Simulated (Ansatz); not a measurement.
CH₃AlFNO (`N=[C](O)[AlH][F]`), relaxed with RKS PBE0-D4/def2-TZVP in the Gaussian-basis code of Ansatz from a PBE-D4/def2-SVP geometry. The force threshold is 0.005 eV/Å; the program also tests the step.

Total charge 0; spin multiplicity 1.

Start:

```xyz
8

N    -0.833   -0.163   -1.184
C     0.024   -0.335   -0.239
O     0.855   -1.394   -0.051
Al    0.009    1.209    0.996
F     1.072    1.243    2.296
H    -0.861   -0.951   -1.867
H     0.707   -2.046   -0.774
H    -0.973    2.438    0.823
```

Problem. By how much does the energy fall, and how many steps does the optimiser take? (An estimate is asked.)

Solution. The calculation gave: 0.04 eV, in 6 steps.

Problem. Which bonds change most? (An estimate is asked.)

Solution. The calculation gave: Al4–F5 from 1.680 to 1.648 Å; N1–C2 from 1.287 to 1.270 Å; N1–H6 from 1.043 to 1.027 Å; O3–H7 from 0.985 to 0.969 Å.

Problem. Give the relaxed structure. (Estimate.)

Solution. Computed: 
```xyz
8

N    -0.817   -0.165   -1.171
C     0.023   -0.330   -0.233
O     0.842   -1.388   -0.056
Al    0.008    1.207    0.996
F     1.063    1.227    2.262
H    -0.852   -0.935   -1.849
H     0.703   -2.034   -0.765
H    -0.971    2.417    0.815
```
